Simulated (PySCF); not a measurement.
# Spin–spin coupling constants

Cartesian coordinates in Å; atom numbers follow the order of the lines, from 1:
```xyz
16

As   -0.023   -0.014    0.667
O     1.434    0.382   -0.272
C     2.599   -0.374   -0.063
H     2.862   -0.471    1.008
H     3.431    0.140   -0.567
H     2.507   -1.388   -0.489
O    -1.095    1.102   -0.208
C    -0.936    2.484   -0.006
H    -0.945    2.765    1.065
H    -1.779    2.995   -0.495
H     0.003    2.853   -0.453
O    -0.453   -1.453   -0.283
C    -1.660   -2.115   -0.008
H    -1.800   -2.322    1.071
H    -1.646   -3.080   -0.536
H    -2.532   -1.538   -0.364
```

Method: B3LYP/pcJ-1 (pcSseg-1 on As) (without the spin–dipole term)//PBE0-D3(BJ)/def2-SVP, PySCF 2.14; isolated molecule, single conformer, non-relativistic. Couplings are averaged over pairs made equivalent by symmetry, fast rotation or ring inversion, so a value needn't be that of the named pair in this geometry, while other rotamers aren't included; one pair stands for each set, and the list holds those of at least 0.8 Hz over up to four bonds, among pairs with at least one C or H atom (others weren't computed).

Isotopes: 13C, 1H, 17O. Couplings to quadrupolar nuclei such as 17O and 33S are rarely resolved in practice.

| pair | bonds | J (Hz) |
| --- | --- | --- |
| O2, C3 | 1 | 23.3 |
| C3, H4 | 1 | 147.3 |
| O2, H4 | 2 | ? |
| H4, H5 | 2 | ? |

Problem. Estimate the withheld couplings, with signs.

Solution. 
- 2J(O2,H4) = -7.3 Hz (mean over equivalent pairs that range from -15.1 to -2.8 Hz in this conformer)
- 2J(H4,H5) = -11.3 Hz (mean over equivalent pairs that range from -13.0 to -9.1 Hz in this conformer)

Relativistic effects of the heavier atoms present are left out.
